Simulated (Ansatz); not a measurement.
Ansatz (a quantum-chemistry and plane-wave program) input:

Ansatz 0.2 input:
```yaml
crystal:
  periodic: [false, false, false]
  atoms:
    - {symbol: Mg, position_ang: [-0.00000000, -0.00000000, -2.12540836]}
    - {symbol: I, position_ang: [0.00000000, 0.00000000, 0.48122453]}
basis:
  gaussian:
    orbitals: def2-TZVPD
hamiltonian:
  xc: {name: HSE06}
magnetization: {spin_polarized: true, initial_magnetization: 1}
output: {forces: true}
```

What final total energy does it print?

-497.73220 Eh (HSE06/def2-TZVPD). The basis has 94 functions.
